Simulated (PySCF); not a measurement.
Molfile (atoms numbered from 1):
```
C3H10SSi
     RDKit          3D

 15 14  0  0  0  0  0  0  0  0999 V2000
   -1.9231    0.4975    0.2854 C   0  0  0  0  0  0  0  0  0  0  0  0
   -0.8116   -0.3565    0.8794 C   0  0  0  0  0  0  0  0  0  0  0  0
   -0.1010   -1.1907   -0.1746 C   0  0  0  0  0  0  0  0  0  0  0  0
    0.7126   -0.1944   -1.4774 S   0  0  0  0  0  0  0  0  0  0  0  0
    2.3036    0.7449   -0.3993 Si  0  0  0  0  0  4  0  0  0  0  0  0
   -1.5216    1.1566   -0.4808 H   0  0  0  0  0  0  0  0  0  0  0  0
   -2.3927    1.1039    1.0561 H   0  0  0  0  0  0  0  0  0  0  0  0
   -2.6825   -0.1326   -0.1723 H   0  0  0  0  0  0  0  0  0  0  0  0
   -0.0846    0.2838    1.3858 H   0  0  0  0  0  0  0  0  0  0  0  0
   -1.2295   -1.0405    1.6236 H   0  0  0  0  0  0  0  0  0  0  0  0
    0.6622   -1.8257    0.2760 H   0  0  0  0  0  0  0  0  0  0  0  0
   -0.8124   -1.8175   -0.7117 H   0  0  0  0  0  0  0  0  0  0  0  0
    1.7889    1.8553    0.3982 H   0  0  0  0  0  0  0  0  0  0  0  0
    3.2021    1.1958   -1.4454 H   0  0  0  0  0  0  0  0  0  0  0  0
    2.8853   -0.2719    0.4712 H   0  0  0  0  0  0  0  0  0  0  0  0
  1  2  1  0
  2  3  1  0
  3  4  1  0
  4  5  1  0
  1  6  1  0
  1  7  1  0
  1  8  1  0
  2  9  1  0
  2 10  1  0
  3 11  1  0
  3 12  1  0
  5 13  1  0
  5 14  1  0
  5 15  1  0
M  END
```

Geometry: GFN2-xTB; GIAO shifts from PySCF 2.14.0 with density-fitted response routines, gas phase, non-relativistic, averaged over equivalent atoms.

At PBE0/pcSseg-1 (149 basis functions, about 60 core-seconds):
| atoms | δ (ppm) |
| --- | --- |
| C3 | 39.5 |
| C2 | 26.6 |
| C1 | 13.0 |
| Si5 | -56.1 |
| H13/H14/H15 | 4.53 |
| H11/H12 | 2.64 |
| H9/H10 | 1.52 |
| H6/H7/H8 | 1.21 |

Referencing at the same level of theory: TMS for ¹³C (186.93 ppm), ²⁹Si (349.16 ppm), ¹H (31.72 ppm).

Question: Predict the values at WP04/6-311+G(2d,p) on the same geometry.

Answer: 
```tsv
atoms	δ at WP04/6-311+G(2d,p)	change
C3	41.0	+1.5
C2	29.0	+2.4
C1	14.0	+1.0
Si5	-52.8	+3.3
H13/H14/H15	4.27	-0.26
H11/H12	2.70	+0.06
H9/H10	1.64	+0.12
H6/H7/H8	1.18	-0.03
```

Referencing at the same level of theory: ¹³C (σ = 179.31 ppm), ²⁹Si (σ = 328.39 ppm), ¹H (σ = 32.38 ppm) against TMS.

The largest change is at Si5 (silicon bonded to S, 3 H). Cost: 211 basis functions, 36 s wall time on 1 thread of an Arm Neoverse N1, shared host. The order of the carbon signals is the same at both levels.
